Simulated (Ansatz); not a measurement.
Geometry optimisation, RKS PBE0-D4/6-31G* in Ansatz.

input.yaml

```yaml
crystal:
  periodic: [false, false, false]
  atoms:
    - { symbol: Si, position_ang: [0.0, 0.0, 0.0] }
    - { symbol: O, position_ang: [0.0, 0.0, 1.68] }
    - { symbol: C, position_ang: [-1.1112, -0.3437, 2.4945] }
    - { symbol: H, position_ang: [-1.814, -0.9775, 1.9143] }
    - { symbol: H, position_ang: [-0.7584, -0.9037, 3.3856] }
    - { symbol: H, position_ang: [-1.6313, 0.5809, 2.8212] }
    - { symbol: Si, position_ang: [2.0935, 0.0, -0.7393] }
    - { symbol: H, position_ang: [2.5508, -1.3762, -0.9079] }
    - { symbol: H, position_ang: [2.1573, 0.6939, -2.0222] }
    - { symbol: H, position_ang: [2.951, 0.6823, 0.2255] }
    - { symbol: H, position_ang: [-0.6877, 1.1914, -0.4862] }
    - { symbol: H, position_ang: [-0.6877, -1.1914, -0.4862] }
basis:
  gaussian: { orbitals: "6-31G*" }
hamiltonian:
  xc: pbe0
  dispersion: d4
relax:
  f_tol: 0.02
  max_steps: 40
output:
  orbitals: {}
```

Command:

```bash
$ ansatz run input.yaml --threads 2 --pin off --max-ram 3072MiB --backend cpu --events-out ev --progress --plain --runs-dir out
```

Question: Where does it end, and by what steps?

Answer: It converged. The force dipped under the threshold on the way, but the program's further checks kept it going. After 8 steps the energy has fallen by 0.249 eV; H11 moved furthest, 0.46 Å.

| step | energy less start (eV) | largest force component (eV/Å) | accepted |
| --- | --- | --- | --- |
| 0 | 0.0000 | 1.647 | yes |
| 1 | -0.1911 | 0.659 | yes |
| 2 | -0.2079 | 0.189 | yes |
| 3 | -0.2211 | 0.761 | yes |
| 4 | -0.2371 | 0.390 | yes |
| 5 | -0.2472 | 0.045 | yes |
| 6 | -0.2439 | 0.268 | no |
| 7 | -0.2486 | 0.006 | yes |
| 8 | -0.2490 | 0.019 | yes |

```xyz
12
Properties=species:S:1:pos:R:3
Si -0.029 0.038 0.075
O 0.048 -0.392 1.682
C -1.131 -0.436 2.458
H -1.842 -1.180 2.071
H -0.857 -0.717 3.479
H -1.631 0.543 2.489
Si 2.150 0.004 -0.754
H 2.739 -1.362 -0.651
H 2.131 0.402 -2.193
H 3.020 0.961 -0.012
H -0.630 1.402 -0.078
H -0.906 -0.907 -0.688
```

Time of the run: 29 s on 2 threads of Arm Neoverse V1 (shared host), peak memory 0.17 GiB.
